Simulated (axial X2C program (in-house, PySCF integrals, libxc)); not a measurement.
# Which molecule gave these maps?

PBE0 fields computed with an in-house all-electron X2C program for linear molecules (integrals from PySCF), without spin–orbit coupling in a model world with the speed of light multiplied by 0.8, near the equilibrium distance, one atom at z = 0.

The maps cover the half plane through the axis: z from -2.4 to 3.6 Å along the bond, ρ from 0.15 to 2.25 Å away from it.

log10 of the density in e/bohr³:

```
 ρ\z  -2.4  -1.8  -1.2  -0.6   0.0   0.6   1.2   1.8   2.4   3.0   3.6
0.15  -3.1  -2.3  -1.5  -0.1   1.8  -0.1  -0.3   0.0  -1.0  -2.2  -3.2
0.45  -3.1  -2.4  -1.6  -0.5   0.4  -0.4  -0.6  -0.5  -1.2  -2.3  -3.3
0.75  -3.2  -2.5  -1.8  -1.0  -0.4  -0.9  -1.0  -1.0  -1.6  -2.5  -3.5
1.05  -3.3  -2.6  -2.0  -1.4  -1.1  -1.3  -1.4  -1.6  -2.0  -2.8  -3.7
1.35  -3.5  -2.8  -2.2  -1.7  -1.5  -1.7  -1.9  -2.1  -2.5  -3.2  -3.9
1.65  -3.7  -3.1  -2.5  -2.1  -1.9  -2.1  -2.3  -2.6  -3.0  -3.5  -4.3
1.95  -3.9  -3.3  -2.8  -2.5  -2.3  -2.5  -2.8  -3.1  -3.4  -3.9  -4.6
2.25  -4.1  -3.6  -3.1  -2.8  -2.8  -2.9  -3.2  -3.5  -3.9  -4.3  -5.0
```

Electron localisation function (collinear form, no current term, damped to 0 at low density):

```
 ρ\z  -2.4  -1.8  -1.2  -0.6   0.0   0.6   1.2   1.8   2.4   3.0   3.6
0.15  0.25  0.30  0.21  0.64  0.28  0.48  0.71  0.10  0.93  0.76  0.15
0.45  0.23  0.30  0.18  0.50  0.39  0.38  0.81  0.78  0.91  0.68  0.11
0.75  0.19  0.31  0.20  0.28  0.55  0.28  0.74  0.81  0.82  0.51  0.06
1.05  0.14  0.32  0.31  0.33  0.45  0.30  0.56  0.64  0.61  0.29  0.02
1.35  0.07  0.32  0.43  0.50  0.52  0.33  0.34  0.37  0.31  0.12  0.00
1.65  0.03  0.27  0.47  0.58  0.55  0.31  0.17  0.15  0.11  0.03  0.00
1.95  0.01  0.15  0.41  0.54  0.49  0.24  0.08  0.05  0.03  0.00  0.00
2.25  0.00  0.04  0.26  0.41  0.36  0.15  0.04  0.01  0.00  0.00  0.00
```

Axial spin density in 10⁻³ e/bohr³:

```
 ρ\z  -2.4  -1.8  -1.2  -0.6    0.0   0.6    1.2    1.8   2.4   3.0  3.6
0.15  -0.2  -0.5   0.6  10.0  162.0  15.3  -17.8  -26.4  -0.9   0.0  0.0
0.45  -0.2  -0.5   0.7  24.9   70.7  25.4  -11.6  -20.9  -1.2   0.0  0.0
0.75  -0.1  -0.4   0.8  24.7   98.9  25.2   -3.0   -7.0  -0.9  -0.1  0.0
1.05  -0.1  -0.3   0.7  13.2   38.3  14.0    0.0   -2.0  -0.5  -0.1  0.0
1.35  -0.1  -0.2   0.4   5.3   12.5   5.8    0.5   -0.6  -0.2   0.0  0.0
1.65  -0.1  -0.1   0.1   1.9    3.9   2.1    0.3   -0.1  -0.1   0.0  0.0
1.95   0.0  -0.1   0.0   0.6    1.2   0.7    0.1    0.0   0.0   0.0  0.0
2.25   0.0   0.0   0.0   0.1    0.3   0.2    0.0    0.0   0.0   0.0  0.0
```

Task: Which molecule is it?
A. ReN
B. CsTe²⁺
C. TcI²⁺
D. FeAs⁻

Result: A. ReN, with Re at z = 0 and N at z = 1.605 Å, state M_S = 1, Λ = 0 (beyond evenly filled blocks: δ+α, δ-α), basis Re dyall-v3z [14s14p9d7f2g], N dyall-v3z [6s6p2d1f] (cores contracted in-house). The state is a single determinant with fixed occupations, the lowest that a limited PBE0 search found. PBE0 can misorder states that lie within some tenths of an eV, so this need not be the ground state of the molecule. The nearest other spin-free determinant of the search, M_S = 0, Λ = 4, lies 0.91 eV up at the distance of the search. The determinant is spin-polarised beyond a pure state at some levels (its spin-free form has ⟨S²⟩ too high), which makes Re and μ there less reliable. With spin–orbit coupling the lowest determinant has another configuration, so this spin-free state is a model.
